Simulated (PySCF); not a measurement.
Ionisation energy of P⁺ by level of theory

P⁺ [Ne] 3s2 3p2 (3P) → P²⁺ [Ne] 3s2 3p1 (2P), as a difference of total energies. All numbers are calculated (PySCF 2.14, the non-relativistic Hamiltonian (point nucleus), in aug-cc-pwCVDZ (6s5p3d, 36 functions)). Correlated levels: valence: [Ne] frozen. The calculations carry no spin-orbit coupling.

| method | ionisation energy (eV) |
| --- | --- |
| UHF | 19.168 |
| MP2 (valence) | 19.504 |
| SCS-MP2 (valence) | 19.421 |
| CCSD (valence) | 19.540 |
| CCSD(T) (valence) | 19.553 |
| CCSDT (valence) | 19.556 |

How much does correlation contribute at CCSD(T) (valence)?

19.553 − (19.168) = 0.385 eV, measured against UHF.

A first-order spin-orbit estimate (lowest level to lowest level, LS coupling) adds -0.006 eV.

Errors of the correlated levels include the incompleteness of this basis and the frozen core.

For comparison: 19.769 eV (semi-empirical (NIST evaluation); NIST Atomic Spectra Database, ionization energies).
